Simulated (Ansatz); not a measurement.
Ansatz (a first-principles code) input (r2SCAN/def2-TZVP):

Ansatz 0.2 input:
```yaml
crystal:
  periodic: [false, false, false]
  atoms:
    - {symbol: O, position_ang: [-0.00000000, -0.00000000, -2.01585676]}
    - {symbol: B, position_ang: [-0.00000000, -0.00000000, -0.81788386]}
    - {symbol: B, position_ang: [0.00000000, 0.00000000, 0.81788386]}
    - {symbol: O, position_ang: [0.00000000, 0.00000000, 2.01585676]}
basis:
  gaussian:
    orbitals: def2-TZVP
hamiltonian:
  xc: {name: r2SCAN}
relax: {f_tol: 0.003, max_steps: 100}
```

End of the output:

```
mean field evaluation 2: about -5357.8554 eV, gradient 2.0e2 eV
mean field evaluation 4: about -5447.8325 eV, gradient 7.2e0 eV
mean field evaluation 8: about -5447.9396 eV, gradient 1.7e-1 eV
mean field evaluation 16: about -5447.9396 eV, gradient 5.8e-6 eV
mean field -5447.93959237 eV, -200.2080872734 hartree, gradient 5.7e-6 eV, S^2 0.000000; 0 other end points of the search recorded, 0 dependent functions left out
the calculation of the forces begins
reference -5447.93960467 eV, -200.2080877255 hartree; 13, 13 occupied and 111, 111 virtual orbitals, 640 factors
relax step   1: F+E_penalty+E_count = -5447.93959237 eV  Δ(F+E_penalty+E_count) = +0.000e0 eV  max|allowed force component| = 4.294e-1 eV/Å  Δτ_max = 0.0000 Å  (28 SCF iters, accepted)
these checks for a lower state are left out or cut short: starts, cluster_reference, orbital_swaps, neighbouring_geometries, increment
integrals: 0.03 GiB planned
640 factors; their error is unknown
mean field: 0.30 GiB planned
mean field -5447.94122415 eV, -200.2081472404 hartree, gradient 1.5e-5 eV, S^2 0.000000; 0 other end points of the search recorded, 0 dependent functions left out
the calculation of the forces begins
reference -5447.94123644 eV, -200.2081476920 hartree; 13, 13 occupied and 111, 111 virtual orbitals, 640 factors
relax step   2: F+E_penalty+E_count = -5447.94122415 eV  Δ(F+E_penalty+E_count) = -1.632e-3 eV  max|allowed force component| = 6.528e-2 eV/Å  Δτ_max = 0.0029 Å  (31 SCF iters, accepted)
these checks for a lower state are left out or cut short: starts, cluster_reference, orbital_swaps, neighbouring_geometries, increment
integrals: 0.03 GiB planned
640 factors; their error is unknown
mean field: 0.30 GiB planned
mean field -5447.94125800 eV, -200.2081484842 hartree, gradient 7.1e-5 eV, S^2 0.000000; 0 other end points of the search recorded, 0 dependent functions left out
the calculation of the forces begins
reference -5447.94127028 eV, -200.2081489357 hartree; 13, 13 occupied and 111, 111 virtual orbitals, 640 factors
relax step   3: F+E_penalty+E_count = -5447.94125800 eV  Δ(F+E_penalty+E_count) = -3.385e-5 eV  max|allowed force component| = 1.789e-3 eV/Å  Δτ_max = 0.0003 Å  (20 SCF iters, accepted)
these checks for a lower state are left out or cut short: starts, cluster_reference, orbital_swaps, neighbouring_geometries, increment
integrals: 0.03 GiB planned
640 factors; their error is unknown
mean field: 0.30 GiB planned
mean field evaluation 32: about -5447.9413 eV, gradient 6.2e-3 eV
mean field -5447.94125806 eV, -200.2081484866 hartree, gradient 1.4e-5 eV, S^2 0.000000; 0 other end points of the search recorded, 0 dependent functions left out
the calculation of the forces begins
reference -5447.94127035 eV, -200.2081489381 hartree; 13, 13 occupied and 111, 111 virtual orbitals, 640 factors
relax step   4: F+E_penalty+E_count = -5447.94125806 eV  Δ(F+E_penalty+E_count) = -6.589e-8 eV  max|allowed force component| = 5.665e-5 eV/Å  Δτ_max = 0.0000 Å  (18 SCF iters, accepted)
integrals: 0.03 GiB planned
640 factors; their error is unknown
mean field: 0.30 GiB planned
mean field -5447.94125806 eV, -200.2081484866 hartree, gradient 1.6e-5 eV, S^2 0.000000; 1 other end points of the search recorded, 0 dependent functions left out
the calculation of the forces begins
reference -5447.94127035 eV, -200.2081489381 hartree; 13, 13 occupied and 111, 111 virtual orbitals, 640 factors
Total energy: -5447.94127035 eV, -200.2081489381 hartree
Atom 0 at    -0.000000     0.000000    -2.018985 Å, force     0.000000     0.000000     0.000048 eV/Å
Atom 1 at     0.000000    -0.000000    -0.816779 Å, force    -0.000000    -0.000000     0.000057 eV/Å
Atom 2 at     0.000000    -0.000000     0.816779 Å, force     0.000000    -0.000000    -0.000057 eV/Å
Atom 3 at    -0.000000     0.000000     2.018985 Å, force     0.000000     0.000000    -0.000048 eV/Å
Dipole moment:    -0.000000     0.000000     0.000000 e Å
```
